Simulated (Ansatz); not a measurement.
A structure relaxed at PBE0-D4/def2-TZVP, charge 0, multiplicity 1:

| atom | x (Å) | y (Å) | z (Å) |
| --- | --- | --- | --- |
| C1 | -1.896 | -0.603 | 0.903 |
| C2 | -0.716 | -0.931 | 0.380 |
| N3 | 0.257 | -0.043 | -0.106 |
| Si4 | 1.333 | -0.719 | -1.308 |
| Si5 | 0.206 | 1.578 | 0.502 |
| Cl6 | 2.039 | 2.464 | 0.244 |
| H7 | -2.545 | -1.374 | 1.295 |
| H8 | -2.255 | 0.419 | 0.955 |
| H9 | -0.437 | -1.983 | 0.325 |
| H10 | 2.281 | 0.322 | -1.756 |
| H11 | 2.056 | -1.873 | -0.711 |
| H12 | 0.543 | -1.218 | -2.463 |
| H13 | -0.771 | 2.435 | -0.209 |
| H14 | -0.097 | 1.528 | 1.948 |

Q: Give its formula and SMILES.

A: C2H8ClNSi2, `C=CN([SiH3])[SiH2]Cl`.

Q: Point group (tolerance 0.08 Å, 0.16 Å for H)?

A: C1.

Q: Summarise the bond lengths by kind.

A: 1 × C–C 1.331 Å; 3 × C–H 1.081 to 1.090 Å; 1 × C–N 1.404 Å; 2 × N–Si 1.733 to 1.749 Å; 5 × H–Si 1.477 to 1.487 Å; 1 × Cl–Si 2.052 Å.

Results of the Gaussian-basis code of Ansatz.
